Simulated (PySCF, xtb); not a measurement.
Se(Br)(NH2) (BrH2NSe), SMILES N[Se]Br. One conformer was computed; it need not be the lowest.

Harmonic wavenumbers (cm⁻¹) from xtb with GFN2-xTB at its own minimum, in rising order: 175, 262, 367, 465, 697, 898, 1454, 3366, 3402.

Task: What does PySCF 2.14.0 with r2SCAN-D4/def2-SVP give at its own minimum? (Estimate from the structure and the level; the computed values follow.)

Result: 175, 260, 490, 545, 784, 1000, 1562, 3514, 3636. Paired by order, the mean absolute difference is 98 cm⁻¹ and the zero-point energies are 15.8 and 17.1 kcal/mol.
